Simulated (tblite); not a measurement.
Compound: C8H12N2.
Atom-mapped SMILES: `[CH3:1][NH:2][C@@:3]12[C@@H:4]3[C@H:5]4[C@@H:6]([C@H:7]13)[C@@:8]24[CH2:9][NH2:10]` (hydrogens: H11, H12, H13 on C1; H14 on N2; H15 on C4; H16 on C5; H17 on C6; H18 on C7; H19, H20 on C9; H21, H22 on N10)

Cartesian coordinates in Å at the GFN2-xTB level; atoms count from 1:
```
atom  x, y, z in Å
C1     2.0203   -0.8615    1.2465
N2     0.9265    0.0655    1.5003
C3     0.3577    0.6105    0.3336
C4    -0.2900    1.9416    0.0772
C5    -1.2584    1.2857   -0.9231
C6    -0.0890    0.8481   -1.7695
C7     0.8826    1.5103   -0.7772
C8    -0.6127   -0.0583   -0.6826
C9    -1.1983   -1.4389   -0.6931
N10   -1.8561   -1.7970    0.5562
H11    2.8717   -0.3994    0.7295
H12    1.6439   -1.6755    0.6286
H13    2.3603   -1.2698    2.1965
H14    1.2228    0.8059    2.1295
H15   -0.4021    2.7981    0.7175
H16   -2.2666    1.5326   -1.2034
H17   -0.0193    0.6852   -2.8295
H18    1.8364    1.9843   -0.9229
H19   -0.4120   -2.1805   -0.8747
H20   -1.9313   -1.5189   -1.5030
H21   -2.6071   -1.1397    0.7448
H22   -1.1897   -1.7087    1.3179
```

Level: GFN2-xTB in tblite, geometry and Hessian alike; calculated harmonic values, unscaled, isolated species. This tight-binding method is rough: wavenumbers can miss measured ones by several per cent, in bad cases by 10 to 20. One conformer, not necessarily the lowest.

Harmonic wavenumbers (cm⁻¹): 57.3, 82.7, 121.0, 158.0, 177.5, 215.7, 311.4, 369.9, 386.6, 423.9, 619.1, 650.9, 694.2, 755.6, 785.3, 849.4, 854.1, 883.0, 900.5, 911.4, 914.5, 926.6, 947.5, 986.9, 999.4, 1004.6, 1018.7, 1030.7, 1070.2, 1110.8, 1112.6, 1119.5, 1132.7, 1149.7, 1192.2, 1214.7, 1226.9, 1283.8, 1302.9, 1313.3, 1360.1, 1411.2, 1450.0, 1463.8, 1468.8, 1484.3, 1494.8, 1577.1, 2890.7, 2926.5, 2944.0, 3021.4, 3022.1, 3095.3, 3105.2, 3108.7, 3114.3, 3352.9, 3378.5, 3404.8.

A = 1626, B = 1608, C = 1016 MHz; mass 136.100 u (most abundant isotopes); point group C1, symmetry number 1.

Question: Zero-point energy?

Answer: Half the sum of the wavenumbers: 40670 cm⁻¹ = 486.52 kJ/mol.

Question: Entropy at 298.15 K, 1 bar (ideal gas, RRHO, classical rotation)?

Answer: Translation 170.13, rotation 122.10, vibration 111.00: S = 403.2 J/(mol K).

Question: And Cp and H(298.15 K) − H(0)?

Answer: Cp = 162.63 J/(mol K), of which vibrations give 129.37 (their classical limit is 60 R = 498.9); H(298.15 K) − H(0) = 27.93 kJ/mol without the zero-point energy, 18.02 from vibrations.

Question: How do the functions run with temperature in this model?

Answer: 
```json
{"T (K)": "100", "S (J/(mol K))": "286.4", "Cp (J/(mol K))": "74.5", "H − H(0) (kJ/mol)": "5.22", "G − H(0) (kJ/mol)": "-23.42", "ln q(vib)": "1.39"}
{"T (K)": "200", "S (J/(mol K))": "349.3", "Cp (J/(mol K))": "112.7", "H − H(0) (kJ/mol)": "14.51", "G − H(0) (kJ/mol)": "-55.35", "ln q(vib)": "3.73"}
{"T (K)": "300", "S (J/(mol K))": "404.2", "Cp (J/(mol K))": "163.6", "H − H(0) (kJ/mol)": "28.23", "G − H(0) (kJ/mol)": "-93.04", "ln q(vib)": "6.13"}
{"T (K)": "500", "S (J/(mol K))": "512.4", "Cp (J/(mol K))": "263.6", "H − H(0) (kJ/mol)": "71.44", "G − H(0) (kJ/mol)": "-184.76", "ln q(vib)": "11.23"}
{"T (K)": "800", "S (J/(mol K))": "658.6", "Cp (J/(mol K))": "356.5", "H − H(0) (kJ/mol)": "165.84", "G − H(0) (kJ/mol)": "-361.03", "ln q(vib)": "19.18"}
{"T (K)": "1000", "S (J/(mol K))": "742.5", "Cp (J/(mol K))": "395.2", "H − H(0) (kJ/mol)": "241.22", "G − H(0) (kJ/mol)": "-501.31", "ln q(vib)": "24.31"}
```

q(vib) and H(0) count from the zero-point level.

Question: What must be added to the electronic energy to get the Gibbs energy at 298.15 K and 1 bar?

Answer: ZPE + [H(298.15 K) − H(0)] − T·S = 486.52 + 27.93 − 120.22 = 394.23 kJ/mol.

Hindered rotation and anharmonicity are outside this model. Other conformers, if any are populated, would add a mixing term that is left out. The structure is chiral; the term R ln 2 for an equal mix with its mirror image is left out.
